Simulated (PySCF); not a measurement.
## Match the barriers

Saddle point of BSiH$_{6}$OF, closed shell (SiH₄O ([OH][SiH3]) + BH₂F ([BH2][F]) → BSiH₅O ([BH2][O][SiH3]) + HF; bonds formed: F2–H5; dative contacts that become bonds: B1–O6; bonds broken: B1–F2, H5–O6), PBE0-D4/def2-TZVP structure:

| atom | x (Å) | y (Å) | z (Å) |
| --- | --- | --- | --- |
| B1 | -1.3586 | 0.1745 | -0.0538 |
| F2 | -1.6546 | -1.4340 | -0.0955 |
| H3 | -2.1451 | 0.6554 | 0.7045 |
| H4 | -1.2814 | 0.5597 | -1.1870 |
| H5 | -0.6571 | -1.2897 | 0.3478 |
| O6 | -0.0399 | -0.1883 | 0.5748 |
| Si7 | 1.4650 | 0.2837 | 0.0330 |
| H8 | 2.4579 | -0.4241 | 0.8725 |
| H9 | 1.6312 | -0.0878 | -1.3940 |
| H10 | 1.5826 | 1.7506 | 0.1977 |

Computed with PySCF 2.14 with density fitting (its default auxiliary sets; JK sets also for MP2 and CCSD(T)) (basis: def2-TZVPP, with def2-QZVPP for the basis limit); correlated methods freeze the cores. Extrapolation: Hartree–Fock as exp(−7.88 √X), correlation as X^−2.97. Four methods, as single points on the PBE0-D4 structures, gave these electronic barriers from the start structure: 0.633, 0.859, 1.016, 1.246 eV.

Task: The methods were, in alphabetical order, BHLYP-D4, HF, PBE0-D4, SPW92. Which gave which? (A judgement: the text doesn't fix the answer.)

Result: The calculation gives: SPW92 0.633; PBE0-D4 0.859; BHLYP-D4 1.016; HF 1.246 eV. For comparison, CCSD(T) at an estimated basis limit (MP2 extrapolated from triple and quadruple zeta, plus CCSD(T) − MP2 in triple zeta) gives 0.911 eV.

T1 diagnostic: at most 0.012. The end structure is not quite a true minimum (one mode of 52i cm⁻¹).

The step is the kind of ligand exchange by which a precursor binds to a hydroxyl group, or is hydrolysed, in atomic layer deposition of oxides.

Labels in which every atom is bracketed show which atoms are joined, not bond orders.

For scale, one of the runs: CCSD(T)/def2-TZVPP, 219 basis functions, launched by `OMP_NUM_THREADS=4 python run.py`. Time: 12 min of wall clock on 4 CPU threads of an Arm Neoverse V1; the host was shared. Peak host memory: 3.5 GiB.
